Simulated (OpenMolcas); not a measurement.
Lines of O⁺: computed and rescaled rates

```yaml
Program: OpenMolcas
Method: "SS-RASPT2, IPEA 0.25 Eh, imaginary shift 0.1 Eh (closed shells correlated: 1s 2s)"
Basis: ANO-R3 [4s4p2d1f]
Scalar_Hamiltonian: X2C, finite nucleus
Active_space: 3 electrons in 9 orbitals (RAS2 2p; RAS3 3s 3d, at most 1 electron)
State_averaging: 2S+1 = 4 odd, 1 root; 2S+1 = 2 odd, 8 roots; 2S+1 = 4 even, 3 roots; 2S+1 = 2 even, 9 roots
Spin-orbit_coupling: RASSI with atomic mean-field integrals over the reference wave functions, term energies averaged over their components
```

Rates come from the transition moments of the reference wave functions (E1 and E2 in the length form). At fixed line strength A goes as λ^-3 for E1 and M1 and as λ^-5 for E2, so a rate at the computed wavelength can be rescaled to the measured one. Measured vacuum wavelengths follow from level energies in NIST Handbook of Basic Atomic Spectroscopic Data. Branching counts decays inside the model space alone, at computed energies, and the table is only a selection of the E1 lines, drawn from those between levels with measured partners whose computed energy lies within a factor of 1.5 of the measured one.

```json
{"Upper": "2s2 2p2 3s 2P 1/2", "Lower": "2s2 2p3 2D* 3/2", "Type": "E1", "λ computed (nm)": "61.18", "λ measured (nm)": "61.71", "A computed (s-1)": "1.55e+09", "A rescaled (s-1)": "1.51e+09", "Branching %": "70.7"}
{"Upper": "2s2 2p2 3s 2P 3/2", "Lower": "2s2 2p3 2D* 5/2", "Type": "E1", "λ computed (nm)": "61.11", "λ measured (nm)": "61.63", "A computed (s-1)": "1.40e+09", "A rescaled (s-1)": "1.36e+09", "Branching %": "63.4"}
{"Upper": "2s2 2p2 3s 2S 1/2", "Lower": "2s2 2p3 2P* 3/2", "Type": "E1", "λ computed (nm)": "52.69", "λ measured (nm)": "52.59", "A computed (s-1)": "1.28e+09", "A rescaled (s-1)": "1.29e+09", "Branching %": "66.3"}
{"Upper": "2s2 2p2 3s 2D 5/2", "Lower": "2s2 2p3 2D* 5/2", "Type": "E1", "λ computed (nm)": "55.14", "λ measured (nm)": "55.51", "A computed (s-1)": "1.18e+09", "A rescaled (s-1)": "1.16e+09", "Branching %": "74.9"}
{"Upper": "2s2 2p2 3s 2D 3/2", "Lower": "2s2 2p3 2D* 3/2", "Type": "E1", "λ computed (nm)": "55.14", "λ measured (nm)": "55.51", "A computed (s-1)": "1.14e+09", "A rescaled (s-1)": "1.12e+09", "Branching %": "72.4"}
{"Upper": "2s2 2p2 3s 4P 5/2", "Lower": "2s2 2p3 4S* 3/2", "Type": "E1", "λ computed (nm)": "53.39", "λ measured (nm)": "53.91", "A computed (s-1)": "8.44e+08", "A rescaled (s-1)": "8.20e+08", "Branching %": "100.0"}
{"Upper": "2s2 2p2 3s 4P 3/2", "Lower": "2s2 2p3 4S* 3/2", "Type": "E1", "λ computed (nm)": "53.44", "λ measured (nm)": "53.95", "A computed (s-1)": "8.41e+08", "A rescaled (s-1)": "8.17e+08", "Branching %": "99.9"}
{"Upper": "2s2 2p2 3s 4P 1/2", "Lower": "2s2 2p3 4S* 3/2", "Type": "E1", "λ computed (nm)": "53.47", "λ measured (nm)": "53.99", "A computed (s-1)": "8.40e+08", "A rescaled (s-1)": "8.16e+08", "Branching %": "100.0"}
{"Upper": "2s2 2p2 3s 2S 1/2", "Lower": "2s2 2p3 2P* 1/2", "Type": "E1", "λ computed (nm)": "52.68", "λ measured (nm)": "52.59", "A computed (s-1)": "6.48e+08", "A rescaled (s-1)": "6.51e+08", "Branching %": "33.7"}
{"Upper": "2s2 2p2 3s 2P 3/2", "Lower": "2s2 2p3 2P* 3/2", "Type": "E1", "λ computed (nm)": "68.55", "λ measured (nm)": "67.29", "A computed (s-1)": "5.51e+08", "A rescaled (s-1)": "5.83e+08", "Branching %": "25.1"}
{"Upper": "2s2 2p2 3s 2P 1/2", "Lower": "2s2 2p3 2P* 1/2", "Type": "E1", "λ computed (nm)": "68.65", "λ measured (nm)": "67.38", "A computed (s-1)": "4.34e+08", "A rescaled (s-1)": "4.59e+08", "Branching %": "19.7"}
{"Upper": "2s2 2p2 3s 2D 5/2", "Lower": "2s2 2p3 2P* 3/2", "Type": "E1", "λ computed (nm)": "61.14", "λ measured (nm)": "60.06", "A computed (s-1)": "3.06e+08", "A rescaled (s-1)": "3.23e+08", "Branching %": "19.5"}
{"Upper": "2s2 2p2 3s 2D 3/2", "Lower": "2s2 2p3 2P* 1/2", "Type": "E1", "λ computed (nm)": "61.14", "λ measured (nm)": "60.06", "A computed (s-1)": "2.55e+08", "A rescaled (s-1)": "2.69e+08", "Branching %": "16.2"}
{"Upper": "2s2 2p2 3s 2P 1/2", "Lower": "2s2 2p3 2P* 3/2", "Type": "E1", "λ computed (nm)": "68.65", "λ measured (nm)": "67.38", "A computed (s-1)": "2.10e+08", "A rescaled (s-1)": "2.22e+08", "Branching %": "9.6"}
{"Upper": "2s2 2p2 3s 2P 3/2", "Lower": "2s2 2p3 2D* 3/2", "Type": "E1", "λ computed (nm)": "61.11", "λ measured (nm)": "61.64", "A computed (s-1)": "1.41e+08", "A rescaled (s-1)": "1.37e+08", "Branching %": "6.4"}
{"Upper": "2s2 2p2 3s 2D 3/2", "Lower": "2s2 2p3 2D* 5/2", "Type": "E1", "λ computed (nm)": "55.14", "λ measured (nm)": "55.51", "A computed (s-1)": "1.19e+08", "A rescaled (s-1)": "1.17e+08", "Branching %": "7.6"}
{"Upper": "2s2 2p2 3s 2P 3/2", "Lower": "2s2 2p3 2P* 1/2", "Type": "E1", "λ computed (nm)": "68.55", "λ measured (nm)": "67.3", "A computed (s-1)": "1.12e+08", "A rescaled (s-1)": "1.18e+08", "Branching %": "5.1"}
{"Upper": "2s2 2p2 3s 2D 5/2", "Lower": "2s2 2p3 2D* 3/2", "Type": "E1", "λ computed (nm)": "55.14", "λ measured (nm)": "55.51", "A computed (s-1)": "8.83e+07", "A rescaled (s-1)": "8.65e+07", "Branching %": "5.6"}
{"Upper": "2s2 2p2 3s 2D 3/2", "Lower": "2s2 2p3 2P* 3/2", "Type": "E1", "λ computed (nm)": "61.14", "λ measured (nm)": "60.06", "A computed (s-1)": "5.96e+07", "A rescaled (s-1)": "6.29e+07", "Branching %": "3.8"}
```

The largest correction is for 2s2 2p2 3s 2P 1/2 → 2s2 2p3 2P* 1/2 (E1): 4.34e+08 × (68.65 / 67.38)^3 = 4.59e+08 s-1, a factor of 1.06.

The computed rate and branching of 2s2 2p2 3s 4P 5/2 → 2s2 2p3 4S* 3/2 give the upper level a radiative lifetime of 1.000 / 8.44e+08 s-1 = 1.18e-09 s, counting decays inside the model space alone. The rescaled rate gives about 1.2e-09 s.

The computed order of these levels differs from the measured one in 2 places, and where term gaps are wrong the rates of spin-changing lines can be off by large factors.

No measured rate stands beside these. Rescaling mends the energy factor alone: line strengths can still be far off where a level mixes with configurations outside the active space, and weak or spin-changing lines hang on small mixing coefficients that depend on the term gaps too, so rescaling need not improve them.

Term energies are means over components that CASPT2 splits; among the terms shown or strongly mixed into the levels shown the widest spread is 110 cm-1 (2s2 2p3 2D*). ANO sets are built for valence states and can reach diffuse excited orbitals poorly. With the s shell closed, the reference lacks s² → p² mixing. No level of 2s2 2p2 3d was computed, though it lies in the active space. Measured partners are found by configuration, term and J. A level has none where our copy of the source lacks it or the pairing is in doubt (some pairs that miss far off the trend of their configuration count as doubtful). Levels of configurations outside the active space are missing.

* marks odd parity.
